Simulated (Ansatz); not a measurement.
C$_{3}$H$_{6}$BFO (`BC(=O)C(C)F`) at its PBE0-D4/def2-TZVP geometry, where that method's forces vanish. Charge 0, multiplicity 1.

```xyz
12

B    -1.5426   -0.5901    1.2875
C    -0.2489    0.0474    0.8013
O    -0.6312    0.8668    1.6436
C     0.9725    0.1502   -0.0288
C     0.6149    0.1724   -1.5011
F     1.6967    1.2689    0.3040
H    -2.5497   -0.3435    0.6969
H    -1.4863   -1.3736    2.1852
H     1.5844   -0.7332    0.2012
H     0.0075    1.0496   -1.7292
H     0.0535   -0.7241   -1.7677
H     1.5292    0.2092   -2.0930
```

(1) What forces (eV/Å) does PBE-D4/def2-TZVPP give on these atoms in the Gaussian-basis code of Ansatz? (An estimate is asked.)

## Answers

(1) The calculation gave: 
```
B1  -0.062 -0.150 -0.059
C2   0.195 -0.783 -0.657
O3  -0.245  0.946  0.828
C4  -0.261 -0.292 -0.053
C5  -0.016 -0.035 -0.081
F6   0.439  0.616  0.180
H7  -0.123  0.022 -0.063
H8  -0.003 -0.095  0.103
H9   0.135 -0.229  0.042
H10 -0.126  0.166 -0.045
H11 -0.114 -0.170 -0.070
H12  0.180  0.002 -0.126
```
